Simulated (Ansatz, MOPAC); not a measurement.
Process, species as SMILES: C[Si](C)(N)N [[diamino(methyl)silyl]methane] -> [CH2][Si](C)(N)N + H atom (the C-H bond breaks)

Wanted: bond dissociation energy (enthalpy at 298 K), in kcal/mol. Conventions: spin-orbit terms left out; open shells spin-unrestricted; dispersion terms only where a functional's name holds one; non-relativistic; 6-31G* and kin with 6d, 5d where marked; PM7 with its own dispersion and hydrogen-bond terms; valence correlation only. CBS marks a two-point X^-3 extrapolation of the correlation energy; Hartree-Fock from the larger set. First-principles rows: single points at B3LYP-D3(BJ) geometries (Ansatz, a quantum-chemistry and plane-wave program), with unscaled harmonic terms from B3LYP/6-31G* (Ansatz) at its own minima. Semi-empirical rows: MOPAC heats of formation at their own minima for 298 K.

```json
[
 {"species": "C[Si](C)(N)N", "coefficient": "-1", "E at B3LYP/6-31G* (Ansatz), Eh": "-481.30520", "E at PBE0/def2-TZVPD (Ansatz), Eh": "-481.05976", "H(298 K) - E, kcal/mol": "85.84", "heat of formation at PM7 (MOPAC), kcal/mol": "-49.03"},
 {"species": "[CH2][Si](C)(N)N", "coefficient": "+1", "E at B3LYP/6-31G* (Ansatz), Eh": "-480.63617", "E at PBE0/def2-TZVPD (Ansatz), Eh": "-480.39268", "H(298 K) - E, kcal/mol": "77.35", "heat of formation at PM7 (MOPAC), kcal/mol": "-13.35"},
 {"species": "H atom", "coefficient": "+1", "E at B3LYP/6-31G* (Ansatz), Eh": "-0.50027", "E at PBE0/def2-TZVPD (Ansatz), Eh": "-0.50104", "H(298 K) - E, kcal/mol": "1.48", "heat of formation at PM7 (MOPAC), kcal/mol": "52.10"}
]
```

Coupled cluster (Ansatz) is a level with limits of its own, used here on species with T1 under 0.025 (0.045 for open shells) and stable references: CCSD(T)/CBS(cc-pV(T+d)Z,cc-pV(Q+d)Z). Value to compare with, CCSD(T)/CBS(cc-pV(T+d)Z,cc-pV(Q+d)Z) (Ansatz): 101.0 kcal/mol. 1 Eh = 627.5095 kcal/mol.

Compute it at each level from the table, and compare with CCSD(T)/CBS(cc-pV(T+d)Z,cc-pV(Q+d)Z) (Ansatz).


- B3LYP/6-31G*: the sum of coefficient times E is 0.16876 Eh, or 105.90 kcal/mol; the thermal terms add -7.01. Result: 98.9 kcal/mol. Its difference against CCSD(T)/CBS(cc-pV(T+d)Z,cc-pV(Q+d)Z) (Ansatz) is -2.1 kcal/mol.
- PBE0/def2-TZVPD: the sum of coefficient times E is 0.16604 Eh, or 104.19 kcal/mol; the thermal terms add -7.01. Result: 97.2 kcal/mol. Its difference against CCSD(T)/CBS(cc-pV(T+d)Z,cc-pV(Q+d)Z) (Ansatz) is -3.8 kcal/mol.
- PM7: the sum of coefficient times heat of formation is 87.78 kcal/mol; it needs no thermal term. Its difference against CCSD(T)/CBS(cc-pV(T+d)Z,cc-pV(Q+d)Z) (Ansatz) is -13.2 kcal/mol.
